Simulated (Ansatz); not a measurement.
Abridged output of a molecular run in Ansatz:

```
Functional definition: HF
1573 factors; integrals over basis functions are off by at most 1.0e-3 eV
mean field evaluation 1: about -14776.3323 eV, gradient 3.4e1 eV
mean field evaluation 2: about -14776.6316 eV, gradient 3.4e1 eV
mean field evaluation 4: about -14779.4976 eV, gradient 4.4e0 eV
mean field evaluation 8: about -14779.5551 eV, gradient 2.5e-1 eV
mean field -14779.55528318 eV, -543.1386387144 hartree, gradient 1.5e-6 eV, S^2 0.000000; 0 other end points of the search recorded, 0 dependent functions left out
9 core orbitals not correlated: weight in the atoms' cores, before any rotation towards them, 1.000 or more for the frozen orbitals, at most 0.000 for the correlated occupied ones
reference -14779.55528318 eV, -543.1386387144 hartree; 16, 16 occupied and 239, 239 virtual orbitals, 1573 factors
second order -26.03683545 eV of doubles, -0.00000000 eV of singles
cycle   1  -26.46629209 eV  change   -4.3e-1 eV  update   1.1e-1
cycle   2  -27.11888360 eV  change   -6.5e-1 eV  update   3.2e-2
cycle   3  -27.26259027 eV  change   -1.4e-1 eV  update   1.6e-2
cycle   4  -27.24745121 eV  change    1.5e-2 eV  update   3.6e-3
cycle   5  -27.24657290 eV  change    8.8e-4 eV  update   1.7e-3
cycle   6  -27.24750837 eV  change   -9.4e-4 eV  update   5.0e-4
cycle   7  -27.24718549 eV  change    3.2e-4 eV  update   1.9e-4
cycle   8  -27.24709363 eV  change    9.2e-5 eV  update   6.0e-5
cycle   9  -27.24712454 eV  change   -3.1e-5 eV  update   2.2e-5
perturbative correction -0.95942830 eV, -0.0352583396 hartree
Total energy: -14807.76183602 eV, -544.1752104121 hartree
```

Its atoms:

Z-matrix (Å, degrees):
```
C
O 1 1.359
F 1 1.388 2 111.1
H 1 1.099 2 112.5 3 -118.7
H 1 1.091 2 107.8 3 117.4
C 2 1.426 1 115.0 3 73.2
Si 6 1.904 2 116.4 1 -69.8
H 6 1.093 2 105.4 1 170.8
H 6 1.100 2 109.8 1 56.3
H 7 1.490 6 105.7 2 -162.5
H 7 1.483 6 112.5 2 79.4
H 7 1.483 6 110.3 2 -44.5
```

Task: Which basis set was used?
A. def2-QZVPP
B. cc-pV(D+d)Z
C. def2-TZVPPD
D. def2-TZVPP

Result: D. It gives 264 functions.

Task: Write the keys of the input that set method, charge and spin (a neutral closed shell needs none for the last two).

Result: 
```yaml
correlation: {method: ccsd_t}
```
